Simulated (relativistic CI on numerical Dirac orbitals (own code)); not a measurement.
**Electric-dipole lines of Cd4+**

Method of calculation: Dirac-Coulomb-Breit CI, orbitals from a KLI potential per configuration, a model potential for QED, valence Slater integrals scaled by 0.85, P86 correlation energy added to each configuration (own radial code, finite nucleus).

Configurations in the expansion (outside the closed core [Ar] 3d10): 4s2 4p6 4d8, 4s2 4p6 4d7 5s, 4s2 4p6 4d7 4f, 4s2 4p6 4d7 5p, 4s2 4p5 4d9, 4s2 4p6 4d7 5d, 4s2 4p6 4d7 6s, 4s2 4p6 4d7 6p, 4s2 4p6 4d6 5s 5p, 4s2 4p6 4d7 6d, 4s2 4p6 4d7 5f, 4s2 4p6 4d7 7s, 4s2 4p6 4d7 7p, 4s2 4p6 4d7 5g, 4s2 4p6 4d7 7d, 4s 4p6 4d9, 4s2 4p5 4d8 4f, 4s2 4p6 4d6 4f 5s, 4s2 4p6 4d6 5p 5d, 4s2 4p6 4d6 5s2, 4s2 4p6 4d5 4f 5s2, 4s2 4p6 4d5 5s2 5p, 4s2 4p6 4d5 5s2 5d, 4s2 4p6 4d5 5s2 6s. Double excitations out of closed p, d and f shells are left out; levels of such configurations are missing from the list, as are those of other unlisted configurations, and high levels can miss mixing partners.

| λ vac (nm) | Lower | Upper | A (s⁻¹) | log gf | S velocity/length |
| --- | --- | --- | --- | --- | --- |
| 38.422 | 4s2 4p6 4d8 1G_4 [8] | 4s2 4p6 4d7 5p 1F°_3 [145] | 8.52e+09 | 0.12 | 0.74 |
| 38.892 | 4s2 4p6 4d8 3F_4 [1] | 4s2 4p6 4d7 5p 3D°_3 [98] | 4.30e+09 | -0.17 | 0.73 |
| 39.527 | 4s2 4p6 4d8 3F_4 [1] | 4s2 4p6 4d7 5p 3G°_5 [84] | 6.78e+09 | 0.24 | 0.73 |
| 39.582 | 4s2 4p6 4d8 3F_3 [2] | 4s2 4p6 4d7 5p 3G°_4 [102] | 4.88e+09 | 0.01 | 0.74 |
| 39.681 | 4s2 4p6 4d8 3F_2 [3] | 4s2 4p6 4d7 5p 3F°_2 [107] | 6.05e+09 | -0.15 | 0.74 |
| 40.258 | 4s2 4p6 4d8 3F_4 [1] | 4s2 4p6 4d7 5p 3F°_4 [75] | 6.45e+09 | 0.15 | 0.71 |
| 40.894 | 4s2 4p6 4d8 3F_4 [1] | 4s2 4p6 4d7 5p 3F°_3 [68] | 3.66e+09 | -0.19 | 0.71 |
| 41.045 | 4s2 4p6 4d8 1G_4 [8] | 4s2 4p6 4d7 5p 3H°_4 [126] | 5.27e+09 | 0.08 | 0.70 |
| 41.167 | 4s2 4p6 4d8 1G_4 [8] | 4s2 4p6 4d7 5p 1G°_4 [124] | 9.79e+09 | 0.35 | 0.71 |
| 91.960 | 4s2 4p6 4d7 5p 5D°_4 [48] | 4s2 4p6 4d7 5d 5P_3 [161] | 4.64e+09 | 0.61 | 0.93 |
| 92.770 | 4s2 4p6 4d7 5p 5F°_5 [49] | 4s2 4p6 4d7 5d 5G_6 [160] | 3.02e+09 | 0.70 | 0.97 |
| 92.910 | 4s2 4p6 4d7 5p 5D°_4 [48] | 4s2 4p6 4d7 5d 5F_4 [159] | 3.28e+09 | 0.58 | 0.94 |
| 93.242 | 4s2 4p6 4d7 5p 3H°_5 [73] | 4s2 4p6 4d7 5d 3I_6 [210] | 4.92e+09 | 0.92 | 0.98 |
| 94.135 | 4s2 4p6 4d7 5p 5F°_5 [49] | 4s2 4p6 4d7 5d 5F_5 [158] | 2.78e+09 | 0.61 | 0.94 |
| 97.012 | 4s2 4p6 4d7 5p 5F°_5 [54] | 4s2 4p6 4d7 5d 3H_6 [164] | 4.33e+09 | 0.90 | 0.97 |
| 97.483 | 4s2 4p6 4d7 5p 5G°_6 [53] | 4s2 4p6 4d7 5d 5H_7 [163] | 5.22e+09 | 1.05 | 0.97 |
| 97.586 | 4s2 4p6 4d7 5p 3I°_7 [101] | 4s2 4p6 4d7 5d 3K_8 [241] | 5.22e+09 | 1.10 | 0.98 |
| 97.973 | 4s2 4p6 4d7 5p 1I°_6 [116] | 4s2 4p6 4d7 5d 1K_7 [273] | 5.16e+09 | 1.05 | 0.98 |
| 98.100 | 4s2 4p6 4d7 5p 5G°_5 [65] | 4s2 4p6 4d7 5d 5H_6 [175] | 4.99e+09 | 0.97 | 0.97 |
| 98.507 | 4s2 4p6 4d7 5p 5D°_4 [82] | 4s2 4p6 4d7 5d 5F_5 [209] | 4.50e+09 | 0.86 | 0.95 |
| 98.570 | 4s2 4p6 4d7 5p 1H°_5 [105] | 4s2 4p6 4d7 5d 1I_6 [238] | 4.64e+09 | 0.94 | 0.97 |
| 98.641 | 4s2 4p6 4d7 5p 3G°_4 [67] | 4s2 4p6 4d7 5d 3H_5 [186] | 4.77e+09 | 0.88 | 0.97 |
| 98.967 | 4s2 4p6 4d7 5p 3G°_3 [72] | 4s2 4p6 4d7 5d 3H_4 [193] | 4.53e+09 | 0.78 | 0.96 |
| 123.66 | 4s2 4p6 4d7 5s 5F_4 [11] | 4s2 4p6 4d7 5p 5G°_5 [65] | 5.43e+08 | 0.14 | 0.56 |
| 123.92 | 4s2 4p6 4d7 5s 3H_6 [26] | 4s2 4p6 4d7 5p 3H°_6 [118] | 1.18e+09 | 0.55 | 0.56 |
| 125.26 | 4s2 4p6 4d7 5s 1H_5 [37] | 4s2 4p6 4d7 5p 1H°_5 [132] | 1.21e+09 | 0.49 | 0.52 |
| 125.37 | 4s2 4p6 4d7 5s 3H_5 [29] | 4s2 4p6 4d7 5p 3H°_5 [119] | 1.20e+09 | 0.49 | 0.56 |
| 126.29 | 4s2 4p6 4d7 5s 5P_3 [18] | 4s2 4p6 4d7 5p 5D°_4 [82] | 1.07e+09 | 0.36 | 0.57 |
| 126.96 | 4s2 4p6 4d7 5s 5F_5 [10] | 4s2 4p6 4d7 5p 5G°_6 [53] | 1.37e+09 | 0.63 | 0.54 |
| 127.96 | 4s2 4p6 4d7 5s 3G_5 [21] | 4s2 4p6 4d7 5p 3G°_5 [93] | 7.53e+08 | 0.31 | 0.57 |
| 129.73 | 4s2 4p6 4d7 5s 3D_3 [30] | 4s2 4p6 4d7 5p 3F°_4 [115] | 1.20e+09 | 0.44 | 0.54 |
| 132.36 | 4s2 4p6 4d7 5s 5F_4 [11] | 4s2 4p6 4d7 5p 5F°_5 [54] | 6.75e+08 | 0.29 | 0.54 |
| 133.50 | 4s2 4p6 4d7 5s 3G_5 [21] | 4s2 4p6 4d7 5p 3I°_6 [81] | 6.36e+08 | 0.34 | 0.52 |
| 133.91 | 4s2 4p6 4d7 5s 3H_6 [26] | 4s2 4p6 4d7 5p 3I°_7 [101] | 1.19e+09 | 0.68 | 0.51 |
| 135.59 | 4s2 4p6 4d7 5s 5F_4 [11] | 4s2 4p6 4d7 5p 5G°_4 [51] | 7.06e+08 | 0.24 | 0.58 |
| 135.98 | 4s2 4p6 4d7 5s 3F_4 [15] | 4s2 4p6 4d7 5p 3D°_3 [66] | 8.81e+08 | 0.23 | 0.57 |
| 138.20 | 4s2 4p6 4d7 5s 5F_5 [10] | 4s2 4p6 4d7 5p 5F°_5 [49] | 8.50e+08 | 0.43 | 0.57 |
| 138.35 | 4s2 4p6 4d7 5s 3F_4 [15] | 4s2 4p6 4d7 5p 5G°_5 [65] | 6.46e+08 | 0.31 | 0.51 |
| 138.66 | 4s2 4p6 4d7 5s 5F_4 [11] | 4s2 4p6 4d7 5p 5F°_3 [50] | 8.01e+08 | 0.21 | 0.62 |
| 138.85 | 4s2 4p6 4d7 5s 1H_5 [37] | 4s2 4p6 4d7 5p 1I°_6 [116] | 8.81e+08 | 0.52 | 0.51 |
| 139.18 | 4s2 4p6 4d7 5s 3F_4 [15] | 4s2 4p6 4d7 5p 3F°_4 [64] | 6.52e+08 | 0.23 | 0.55 |
| 139.64 | 4s2 4p6 4d7 5s 3F_3 [16] | 4s2 4p6 4d7 5p 3G°_4 [67] | 7.08e+08 | 0.27 | 0.51 |
| 140.00 | 4s2 4p6 4d7 5s 5F_5 [10] | 4s2 4p6 4d7 5p 5D°_4 [48] | 8.15e+08 | 0.33 | 0.61 |
| 142.83 | 4s2 4p6 4d7 5s 3H_6 [26] | 4s2 4p6 4d7 5p 3G°_5 [84] | 9.15e+08 | 0.49 | 0.64 |
| 145.58 | 4s2 4p6 4d7 5s 3G_4 [22] | 4s2 4p6 4d7 5p 3H°_5 [73] | 5.87e+08 | 0.31 | 0.46 |

Terms are leading LS components. Brackets give the number of a level in order of energy, since labels repeat. The list gives strong lines, with weight on those to low levels, among the lowest 400 of 5811 levels, so that lines to higher ones, which can be the strongest, are missing. Levels whose partners in the same complex of configurations lie outside the list can be far off, and so can their lines. Rates are taken at the computed energies, electric ones in the length gauge. A velocity-to-length ratio far from 1 marks an uncertain rate.

At this charge configurations can still be misplaced by up to about 7 % of their energy.

LS names give the leading component of a level, which can be under half, so a name can repeat, a term be missing and a line seem to break the LS rules.
